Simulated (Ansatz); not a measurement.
C₃H₉AlS, SMILES `CSC[CH2][AlH2]` at its PBE0-D4/def2-TZVP geometry, where that method's forces vanish. Charge 0, multiplicity 1.

| atom | x (Å) | y (Å) | z (Å) |
| --- | --- | --- | --- |
| C1 | 0.190 | 0.291 | -2.149 |
| S2 | -0.384 | -0.791 | -0.834 |
| C3 | 0.907 | -0.635 | 0.462 |
| C4 | 0.121 | -0.490 | 1.763 |
| Al5 | -1.386 | 0.575 | 0.995 |
| H6 | 1.099 | -0.114 | -2.592 |
| H7 | 0.358 | 1.296 | -1.762 |
| H8 | -0.594 | 0.320 | -2.907 |
| H9 | 1.460 | 0.279 | 0.230 |
| H10 | 1.590 | -1.485 | 0.391 |
| H11 | 0.738 | -0.045 | 2.547 |
| H12 | -0.207 | -1.470 | 2.121 |
| H13 | -0.971 | 2.037 | 0.484 |
| H14 | -2.921 | 0.234 | 1.252 |

Task: For each bond, give half the difference of the two atoms' forces along it (eV/Å; positive pushes the atoms apart) under PBE-D4, r2SCAN-D4, B3LYP-D4, ωB97M-V in def2-TZVPP. (Estimate.)

Result: The calculation gave: 
| bond | length (Å) | PBE-D4 | r2SCAN-D4 | B3LYP-D4 | ωB97M-V |
| --- | --- | --- | --- | --- | --- |
| C1–S2 | 1.797 | 0.14 | 0.15 | 0.24 | 0.13 |
| C1–H6 | 1.090 | 0.10 | -0.04 | -0.08 | -0.08 |
| C1–H7 | 1.090 | 0.10 | -0.04 | -0.08 | -0.08 |
| C1–H8 | 1.090 | 0.10 | -0.05 | -0.09 | -0.07 |
| S2–C3 | 1.836 | 0.19 | 0.19 | 0.27 | 0.06 |
| S2–Al5 | 2.493 | 0.07 | 0.01 | 0.16 | 0.11 |
| C3–C4 | 1.527 | -0.01 | 0.10 | 0.19 | 0.24 |
| C3–H9 | 1.092 | 0.11 | -0.05 | -0.13 | -0.10 |
| C3–H10 | 1.093 | 0.11 | -0.05 | -0.15 | -0.14 |
| C4–Al5 | 2.000 | 0.03 | 0.00 | 0.12 | 0.05 |
| C4–H11 | 1.092 | 0.10 | -0.04 | -0.09 | -0.09 |
| C4–H12 | 1.094 | 0.10 | -0.02 | -0.08 | -0.07 |
| Al5–H13 | 1.603 | 0.04 | -0.02 | -0.10 | -0.09 |
| Al5–H14 | 1.593 | 0.02 | -0.02 | -0.12 | -0.12 |

B3LYP here is the variant with VWN-RPA as its local correlation; programs differ in this.

Results of the Gaussian-basis code of Ansatz.
